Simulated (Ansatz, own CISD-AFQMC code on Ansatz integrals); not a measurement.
C2H4O, SMILES `C[C]O` (excited triplet; C–C–O–H torsion 103°) (charge 0, multiplicity 3). This triplet is an excited state, 1.33 eV above the relaxed singlet at the level frozen-core CCSD(T)/cc-pVTZ // B3LYP-D3(BJ)/def2-TZVP (Ansatz).

Z-matrix (Å, degrees):
```
C
H 1 1.0898
H 1 1.0986 2 108.05
H 1 1.1002 2 107.95 3 -116.13
C 1 1.4804 2 109.96 3 121.48
O 5 1.3408 1 125.20 2 -175.42
H 6 0.9708 5 111.91 1 -102.73
```
Charge 0, spin multiplicity 3.

Frozen-core correlation energies in cc-pVDZ at a geometry from B3LYP-D3(BJ)/def2-TZVP, on an HF energy of -152.83535 Ha (<S^2> = 2.01). Wave-function levels are from Ansatz, the walk from an own CISD-AFQMC code on Ansatz integrals (time step 0.005/Ha, trial state from CCSD amplitudes, largest double 0.02).

| level | correlation energy (mHa) |
|---|---|
| MP2 | -417.3 |
| CCSD | -452.1 |
| CCSD(T) | -463.6 |

What correlation energy does phaseless AFQMC give, and where does it lie among these levels?

-465.5 ± 0.4 mHa (one standard error). AFQMC minus each level: MP2 -48.2 mHa, CCSD -13.3 mHa, CCSD(T) -1.9 mHa.
